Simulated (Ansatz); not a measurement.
Relaxation of AlH7N2S (11 atoms, charge 0, multiplicity 1), to a largest force component of 0.03 eV/Å in at most 50 steps.

Method: RKS LDA/def2-SVP in Ansatz.

```xyz
11
Properties=species:S:1:pos:R:3
Al 0.003 0.774 -0.419
H -0.114 -0.163 2.174
N 1.568 0.032 -0.766
H 1.712 -0.950 -1.025
H 2.458 0.539 -0.774
N -1.533 0.068 -0.923
H -1.653 -0.666 -1.628
H -2.443 0.375 -0.557
S -0.088 2.750 0.635
H 1.133 2.566 1.218
H -0.215 0.545 2.015
```

Question: Where does it end, and by what steps?

Answer: It converged. After 9 steps the energy has fallen by 0.086 eV; H2 moved furthest, 0.30 Å.

```tsv
step	energy less start (eV)	largest force component (eV/Å)	accepted
0	0.0000	2.095	yes
1	-0.0688	0.270	yes
2	-0.0792	0.127	yes
3	-0.0810	0.100	yes
4	-0.0818	0.061	yes
5	-0.0834	0.068	yes
6	-0.0847	0.121	yes
7	-0.0857	0.079	yes
8	-0.0856	0.109	no
9	-0.0862	0.016	yes
```

```xyz
11
Properties=species:S:1:pos:R:3
Al 0.005 0.792 -0.330
H -0.134 -0.294 1.905
N 1.565 0.037 -0.683
H 1.705 -0.952 -0.905
H 2.440 0.555 -0.798
N -1.526 0.073 -0.839
H -1.626 -0.615 -1.589
H -2.444 0.356 -0.488
S -0.061 2.803 0.553
H 1.151 2.629 1.157
H -0.246 0.488 1.966
```

Whether the end is a true minimum wasn't checked by a vibrational analysis.

The run took 14 s on 2 threads of Arm Neoverse V1, with other jobs on the host, peak memory 0.12 GiB.
